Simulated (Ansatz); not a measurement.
The cluster Li₅H₅⁺. The state is a doublet with charge 1. Geometry PBE0-D4/def2-TZVP, basis def2-TZVP, Ansatz.

Cartesian coordinates in Å:
```
Li 0.732 -0.359 2.362
Li 0.435 0.426 -0.411
Li -1.880 -1.288 0.322
Li -2.066 -0.242 -3.071
Li 2.721 1.359 0.984
H -2.211 -0.883 -1.468
H -1.263 -0.255 -1.540
H 2.128 0.521 2.333
H 1.839 1.320 -0.475
H -0.435 -0.599 0.964
```

```tsv
run	HOMO (eV)	LUMO (eV)
A	-8.92	-5.64
B	-7.92	-6.55
C	-8.12	-5.96
D	-10.70	-4.26
```

In the doublet, H6 and H7 lie 1.14 Å apart (atoms count from 1), so these atoms are partly bonded to each other. Another isomer (doublet) lies 0.92 eV lower at PBE0-D4/def2-TZVP; other spin states weren't run for this one.

HOMO and LUMO are taken over both spins.

**Question.** The runs used PBE, PBE0, r2SCAN, ωB97M-V. Estimate which is which.

**Answer.** A PBE0 (25 % exact exchange); B PBE (0 % exact exchange); C r2SCAN (0 % exact exchange); D ωB97M-V (range-separated). Exact exchange lowers occupied and raises empty levels; among semilocal functionals meta-GGAs tend to open the gap a little, and such runs are hard to tell apart. The gap grows from 1.38 eV (PBE) to 6.44 eV (ωB97M-V).
